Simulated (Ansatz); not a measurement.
Consider the cleavage of the Si–Si bond: `[SiH3][SiH2][SiH2][SiH3]` + `C[O][Ga]([OH])[Br]` → `C[O][Ga]([Br])[O][SiH3]` + `[SiH3][SiH2][SiH3]`.

Isolated molecules relaxed with PBE0-D4/def2-TZVP in Ansatz; ΔE leaves out vibrations. CCSD(T)/CBS adds triple-zeta CCSD(T) − MP2 to the extrapolated MP2 energy (def2 sets, frozen cores). Functionals use def2-TZVPP. HSE06 is defined as in plane-wave codes. For Br, Ga outer-core shells are correlated without core-valence functions, which leaves a few kJ/mol of doubt a bond. Scalar relativity is left out up to krypton. Each species was taken in one conformer, which may not be the lowest.

CCSD(T)/CBS gives -88.8 kJ/mol.

(1) Another level gave -104.7 kJ/mol. Which?
A. MP2/def2-TZVPP
B. CCSD(T)/def2-TZVPP
C. BHLYP/def2-TZVPP
D. HSE06/def2-TZVPP

Largest T1 diagnostic among the species: 0.014.

Answers

(1) C. BHLYP -104.7, MP2/def2-TZVPP -96.1, CCSD(T)/def2-TZVPP -91.1, HSE06 -72.3 kJ/mol.

The D4 term adds +3.1 kJ/mol with B3LYP and +1.8 kJ/mol with PBE0; it sums over pairs of atoms, weighted by their polarisabilities, and B3LYP, whose exchange is more repulsive, gets the larger term. From r2SCAN to r2SCAN0 (25 % exact exchange), in def2-TZVPP and without D4, ΔE moves by −4.1 kJ/mol.

B3LYP here is the variant with VWN-RPA as its local correlation; programs differ in this.
